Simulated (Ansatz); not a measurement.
`[F][GeH2][GeH3]` + HCl → `[Cl][GeH2][GeH3]` + H–F at 700 K and 1 bar (ligand exchange at a Ge–F bond).

Program: Ansatz. Geometries: PBE0-D4/def2-TZVP. ΔE: electronic, gas phase. CCSD(T)/CBS is the MP2 limit (def2-TZVPP, def2-QZVPP) plus CCSD(T) − MP2 in def2-TZVPP, frozen cores. This one scheme is used for every species. For Ge outer-core shells are correlated without core-valence functions, which leaves a few kJ/mol of doubt a bond. Scalar relativity is left out up to krypton.

```
           species  CCSD(T)/CBS energy (Eh)  H − E (kJ/mol)  S (J/(mol·K))
 `[F][GeH2][GeH3]`              -4255.04883           175.1          438.4
               HCl               -460.38127            38.4          211.8
`[Cl][GeH2][GeH3]`              -4615.04400           174.4          450.9
               H–F               -100.39570            45.2          198.5
```

H − E and S are ideal-gas, rigid-rotor, harmonic terms from PBE0-D4/def2-TZVP. 1 Eh = 2625.50 kJ/mol, R = 8.31446 J/(mol·K).

Task: By hand: ΔE, ΔH, ΔS and ΔG.

Result: ΔE = (-4615.04400) + (-100.39570) − (-4255.04883) − (-460.38127) = -0.00960 Eh = -25.2 kJ/mol. Δ(H − E) = 174.4 + 45.2 − 175.1 − 38.4 = 6.1, so ΔH = -19.1 kJ/mol. ΔS = 450.9 + 198.5 − 438.4 − 211.8 = -0.8 J/(mol·K). ΔG = -19.1 − 700 × (-0.8)/1000 = -18.5 kJ/mol.

Task: By hand: the equilibrium constant, and the temperature at which ΔG would vanish if ΔH and ΔS stayed fixed.

Result: log₁₀ K = −ΔG/(RT ln 10) = 1.4. ΔG = 0 at ΔH/ΔS = 23875 K, far beyond where these terms or the molecules hold.

The number of gas molecules stays the same, so ΔS is small and ΔH decides. A doubt of 5 kJ/mol in ΔE shifts log₁₀ K by 0.4 here. These are equilibria of isolated gas molecules and say nothing of rates. Largest T1 diagnostic: 0.012 (customary marks: 0.02 for closed shells, 0.045 for open ones).
